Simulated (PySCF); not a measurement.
Ga(OMe)2(Ph), C₈H₁₁GaO₂, SMILES C[O][Ga]([O]C)[c]1ccccc1, GFN2-xTB optimised geometry.

```
22

Ga     0.49    -0.75     0.00
O      2.24    -0.75     0.00
C      3.49    -0.09     0.00
H      3.40     0.95     0.32
H      4.15    -0.61     0.70
H      3.93    -0.13    -1.00
O     -0.30    -2.32     0.00
C      0.04    -3.69     0.00
H     -0.38    -4.16     0.89
H     -0.39    -4.16    -0.89
H      1.12    -3.84     0.00
C     -0.83     0.79     0.00
C     -2.19     0.51     0.02
C     -3.09     1.56     0.02
C     -2.64     2.87     0.00
C     -1.28     3.14    -0.03
C     -0.37     2.09    -0.03
H     -2.53    -0.51     0.04
H     -4.15     1.36     0.04
H     -3.35     3.69    -0.01
H     -0.93     4.16    -0.05
H      0.69     2.29    -0.04
```

Density from B3LYP/def2-SVP in PySCF at that geometry.

Minimum of the electron density along straight lines between bonded atoms, close to the bond critical point (lines longer than 1.1 times the sum of covalent radii, or with two minima, are not listed):

```csv
bond,length / Å,ρ at the minimum / e bohr⁻³,∇²ρ there / e bohr⁻⁵,position (fraction from the first atom)
Ga1–O2,1.751,0.129,0.91,0.48
O2–C3,1.409,0.249,-0.37,0.66
C3–H4,1.093,0.281,-1.06,0.63
C3–H5,1.094,0.282,-1.07,0.63
C3–H6,1.093,0.282,-1.07,0.63
Ga1–O7,1.756,0.131,0.90,0.48
O7–C8,1.411,0.252,-0.41,0.66
C8–H9,1.094,0.281,-1.06,0.63
C8–H10,1.094,0.281,-1.06,0.63
C8–H11,1.093,0.281,-1.07,0.63
Ga1–C12,2.021,0.106,0.12,0.47
C12–C13,1.385,0.313,-0.81,0.50
C13–C14,1.386,0.314,-0.81,0.50
C14–C15,1.385,0.314,-0.82,0.50
C15–C16,1.385,0.314,-0.82,0.50
C12–C17,1.385,0.313,-0.81,0.50
C16–C17,1.386,0.313,-0.81,0.50
C13–H18,1.082,0.285,-1.10,0.64
C14–H19,1.080,0.284,-1.08,0.63
C15–H20,1.080,0.284,-1.08,0.63
C16–H21,1.081,0.284,-1.08,0.63
C17–H22,1.084,0.282,-1.06,0.63
```
